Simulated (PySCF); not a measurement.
# Computed records: C2H8Al2, CH6AlBN, CH4AlB2, AlBH2NO

Computed with PySCF 2.14.0. Calculation on a computer-drawn molecule: the log of a Hartree-Fock and frozen-core CCSD(T) single point meant for a local Hartree-Fock minimum, with one planted fault or none, to be diagnosed. Offsets are logged minus clean, where the clean run is the same molecule without the fault. The reference is restricted for singlets and unrestricted otherwise, and also for a bond in bohr or an excited solution. Adding or removing an electron swaps singlet and doublet. The excited solution moves the top pair (singlet) or top alpha electron (doublet) to the lowest empty orbital. Highest occupied and lowest empty are orbital energies over both spins, largest force is the largest gradient component, triples share is (T) over the correlation energy, the T1 limit is 0.02 restricted and 0.045 unrestricted, electrons count all cores, a negative frequency is imaginary (commonest isotopes), and the dipole is about the centre of nuclear charge.

Common to all runs: logged SCF converged yes; logged CC converged yes; logged SCF stable within its kind yes; possible faults no fault, one electron removed, one electron added, multiplicity raised by two, geometry at a saddle point, SCF held on an excited solution, minimal basis STO-3G, one bond length entered in bohr, all coordinates scaled.

(1) 
```xyz
12
formula=C2H8Al2 meant_charge=0 meant_multiplicity=1 meant_basis=cc-pV(D+d)Z logged_electrons=45 logged_basis_functions=114 logged_spin_squared=0.7664 logged_highest_occupied=-16.108 logged_lowest_empty=-6.9108 logged_largest_force=0.059911 logged_T1_diagnostic=0.018112 logged_D1_diagnostic=0.096535 logged_triples_share=0.026725 logged_dipole_magnitude=1.5646 logged_energy_HF=-563.89886 logged_energy_CCSD(T)=-564.37231 planted_fault=one_electron_removed HF_energy_offset_from_clean_run=193.1 CCSD(T)_energy_offset_from_clean_run=211.1
C     -0.4564     2.5716     1.5551
C      0.1335     1.7735     0.3608
Al    -0.1144    -0.1674     0.4953
Al     1.9317     2.3463    -0.1735
H     -1.5029     2.3212     1.7541
H     -0.4173     3.6541     1.3996
H      0.0955     2.3670     2.4760
H     -0.4335     1.9882    -0.5679
H     -0.5430    -0.8308     1.8697
H      0.1107    -1.0873    -0.7752
H      2.5317     1.8855    -1.5658
H      2.7967     3.2741     0.7772
```

Units: logged_highest_occupied, logged_lowest_empty in eV; logged_largest_force in hartree/bohr; logged_dipole_magnitude in debye; logged_energy_HF, logged_energy_CCSD(T) in hartree; HF_energy_offset_from_clean_run, CCSD(T)_energy_offset_from_clean_run in kcal/mol.

Drawn bonds:
```
atom  other atom  order
   1           2      1
   2           3      1
   2           4      1
   1           5      1
   1           6      1
   1           7      1
   2           8      1
   3           9      1
   3          10      1
   4          11      1
   4          12      1
```

(2) 
```xyz
10
formula=CH6AlBN meant_charge=0 meant_multiplicity=2 meant_basis=cc-pV(D+d)Z logged_electrons=36 logged_basis_functions=95 logged_spin_squared=0 logged_highest_occupied=-14.943 logged_lowest_empty=-5.9269 logged_largest_force=0.039609 logged_T1_diagnostic=0.016502 logged_D1_diagnostic=0.059652 logged_triples_share=0.028218 logged_dipole_magnitude=4.605 logged_energy_HF=-362.13235 logged_energy_CCSD(T)=-362.63435 planted_fault=one_electron_removed HF_energy_offset_from_clean_run=154.2 CCSD(T)_energy_offset_from_clean_run=158.6
B     -1.1136     0.8196    -0.7275
Al    -1.3847     2.3024     0.7933
N     -1.0619     2.1149     2.5292
C     -0.5665     0.9700     3.2735
H     -0.1035     0.7714    -1.3806
H     -2.0258     0.1234    -1.0914
H     -1.2330     2.8932     3.1406
H     -0.3842     0.1324     2.5972
H     -1.2817     0.6278     4.0288
H      0.3779     1.1868     3.7836
```

Units: logged_highest_occupied, logged_lowest_empty in eV; logged_largest_force in hartree/bohr; logged_dipole_magnitude in debye; logged_energy_HF, logged_energy_CCSD(T) in hartree; HF_energy_offset_from_clean_run, CCSD(T)_energy_offset_from_clean_run in kcal/mol.

Drawn bonds:
```
atom  other atom  order
   1           2      1
   2           3      1
   3           4      1
   1           5      1
   1           6      1
   3           7      1
   4           8      1
   4           9      1
   4          10      1
```

(3) 
```xyz
8
formula=CH4AlB2 meant_charge=1 meant_multiplicity=1 meant_basis=cc-pV(D+d)Z logged_electrons=32 logged_basis_functions=85 logged_spin_squared=2.0135 logged_highest_occupied=-11.06 logged_lowest_empty=-5.9211 logged_largest_force=0.11199 logged_T1_diagnostic=0.019634 logged_D1_diagnostic=0.077142 logged_triples_share=0.029794 logged_dipole_magnitude=6.4486 logged_energy_HF=-331.06828 logged_energy_CCSD(T)=-331.41962 planted_fault=multiplicity_raised_by_two HF_energy_offset_from_clean_run=63.72 CCSD(T)_energy_offset_from_clean_run=80.53
B      0.4205    -2.0231     0.4749
B      0.0953    -0.7906    -0.6388
C     -0.2163     0.2320    -1.5495
Al    -1.8867     0.9733    -1.7468
H      1.5260    -2.4593     0.5553
H     -0.4595    -2.4391     1.1644
H      0.5819     0.6197    -2.1872
H     -3.2872     1.5986    -1.9158
```

Units: logged_highest_occupied, logged_lowest_empty in eV; logged_largest_force in hartree/bohr; logged_dipole_magnitude in debye; logged_energy_HF, logged_energy_CCSD(T) in hartree; HF_energy_offset_from_clean_run, CCSD(T)_energy_offset_from_clean_run in kcal/mol.

Drawn bonds:
```
atom  other atom  order
   1           2      1
   2           3      2
   3           4      1
   1           5      1
   1           6      1
   3           7      1
   4           8      1
```

(4) 
```xyz
6
formula=AlBH2NO meant_charge=-1 meant_multiplicity=1 meant_basis=aug-cc-pV(D+d)Z logged_electrons=35 logged_basis_functions=119 logged_spin_squared=0.8051 logged_highest_occupied=-11.891 logged_lowest_empty=-0.87691 logged_largest_force=0.083512 logged_T1_diagnostic=0.031386 logged_D1_diagnostic=0.155 logged_triples_share=0.035374 logged_dipole_magnitude=3.4299 logged_energy_HF=-397.14685 logged_energy_CCSD(T)=-397.66692 planted_fault=one_electron_removed HF_energy_offset_from_clean_run=59.92 CCSD(T)_energy_offset_from_clean_run=86.1
O     -1.5231     2.9077     3.9512
B     -0.4817     2.2954     3.6791
N      0.6294     1.6419     3.3887
Al     2.0570     0.8028     3.0161
H      3.3968     0.8417     3.9087
H      2.2506    -0.1375     1.7231
```

Units: logged_highest_occupied, logged_lowest_empty in eV; logged_largest_force in hartree/bohr; logged_dipole_magnitude in debye; logged_energy_HF, logged_energy_CCSD(T) in hartree; HF_energy_offset_from_clean_run, CCSD(T)_energy_offset_from_clean_run in kcal/mol.

Drawn bonds:
```
atom  other atom  order
   1           2      1
   2           3      2
   3           4      1
   4           5      1
   4           6      1
```
